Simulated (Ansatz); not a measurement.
`C[Si](C)(C)F` and `B[Si](C)(C)C` differ in one atom or group.

Ansatz, PBE0-D4/def2-TZVP geometries, multiplicity 1. 

| property | `C[Si](C)(C)F` |
| --- | --- |
| size of the dipole moment (PBE/def2-TZVPP) / D | 1.73 |
| HOMO energy (ωB97M-V/def2-TZVPP) / eV | -10.85 |
| HOMO–LUMO gap (PBE/def2-TZVPP) / eV | 7.36 |
| HOMO–LUMO gap (PBE0/def2-TZVPP) / eV | 9.50 |
| HOMO–LUMO gap (B3LYP/def2-TZVPP) / eV | 8.95 |
| HOMO energy (PBE0/def2-TZVPP) / eV | -8.58 |

Q: Give the same properties after the change, and the shifts. (Estimate.)

A: Ansatz gave: 
```json
{"property": "size of the dipole moment (PBE/def2-TZVPP) / D", "`B[Si](C)(C)C`": "0.66", "shift": "-1.07"}
{"property": "HOMO energy (ωB97M-V/def2-TZVPP) / eV", "`B[Si](C)(C)C`": "-9.72", "shift": "1.13"}
{"property": "HOMO–LUMO gap (PBE/def2-TZVPP) / eV", "`B[Si](C)(C)C`": "3.24", "shift": "-4.12"}
{"property": "HOMO–LUMO gap (PBE0/def2-TZVPP) / eV", "`B[Si](C)(C)C`": "5.47", "shift": "-4.03"}
{"property": "HOMO–LUMO gap (B3LYP/def2-TZVPP) / eV", "`B[Si](C)(C)C`": "5.08", "shift": "-3.87"}
{"property": "HOMO energy (PBE0/def2-TZVPP) / eV", "`B[Si](C)(C)C`": "-7.54", "shift": "1.04"}
```

With PBE0 the HOMO rises by 1.04 eV and the LUMO falls by 2.99 eV, so the gap narrows by about 4.03 eV. PBE moves the HOMO by 0.88 eV and ωB97M-V by 1.13 eV. The zero-point energy changes by 44.6 kJ/mol with +6 modes. Dipoles are sizes alone; their direction can turn.

B3LYP here is the variant with VWN-RPA as its local correlation; programs differ in this.
